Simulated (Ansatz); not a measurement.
Two members of one family (Series MnX2), computed with Ansatz in the gas phase. The two geometries come from different levels. HOMO and LUMO are taken over both spins. Binding counts from free atoms in the multiplicity of their measured ground term, without zero-point energy. The spins of the ions were chosen, not always searched. A dash marks a value that wasn't run or was left out as unsound. The structures are stationary points that may keep the symmetry of their start. Remarks come from the PBE and PBE0 runs and from stability tests at other levels; not every state was tested. A HOMO above zero means that the electron is unbound at that level and held by the basis, or that self-interaction error raises the level; the energy of removing that electron tells which.

First: MnF2 (sextet, charge 0, PBE0-D4/def2-TZVP geometry; reduced ion quintet).

```xyz
3

Mn   -0.004    0.000    0.001
F     0.413   -1.636    0.600
F    -0.409    1.636   -0.601
```

| level | HOMO (eV) | LUMO (eV) | gap (eV) | vertical EA (eV) | binding per atom (eV) |
| --- | --- | --- | --- | --- | --- |
| revPBE-D4/def2-TZVP | -6.72 | -4.12 | 2.61 | – | 3.56 |
| r2SCAN-D4/def2-TZVPD | -7.40 | -3.37 | 4.03 | 0.90 | 3.61 |
| B3LYP-D4/6-31G | -7.82 | -3.10 | 4.72 | – | 3.26 |
| PBE0-D4/def2-SVP | -8.34 | -2.37 | 5.96 | – | 3.32 |
| PBE0-D4/def2-TZVPD | -8.79 | -2.68 | 6.12 | 0.87 | 3.43 |

Metal–donor distances: 2 × F 1.79 Å. Remarks: spin-contaminated (⟨S²⟩ up to 2.61) (doublet), spin-contaminated (⟨S²⟩ up to 4.65) (quartet), HOMO above zero (-1 quintet), spin-contaminated (⟨S²⟩ up to 6.28) (-1 quintet).

Second: MnBr2 (sextet, charge 0, B3LYP-D4/def2-TZVP geometry; reduced ion quintet).

Cartesian coordinates in Å:
```
Mn -0.002 0.001 0.000
Br 0.914 1.376 1.654
Br -0.912 -1.378 -1.654
```

Problem. Estimate how these quantities change from the first to the second (second minus first).

Solution. 
```
               level  Δ HOMO (eV)  Δ LUMO (eV)  Δ gap (eV)  Δ vertical EA (eV)  Δ binding per atom (eV)
 revPBE-D4/def2-TZVP         0.05        -0.24       -0.29                   –                    -1.04
r2SCAN-D4/def2-TZVPD         0.24        -0.43       -0.67                0.52                    -0.98
      B3LYP-D4/6-31G        -0.06        -0.80       -0.74                   –                    -1.08
    PBE0-D4/def2-SVP         0.38        -0.61       -0.99                   –                    -0.83
  PBE0-D4/def2-TZVPD         0.61        -0.37       -0.97                0.55                    -0.92
```

Metal–donor distances: 2 × Br 2.34 Å. Remarks: spin-contaminated (⟨S²⟩ up to 2.71) (doublet), spin-contaminated (⟨S²⟩ up to 4.74) (quartet), HOMO above zero (-1 quintet), spin-contaminated (⟨S²⟩ up to 6.20) (-1 quintet).
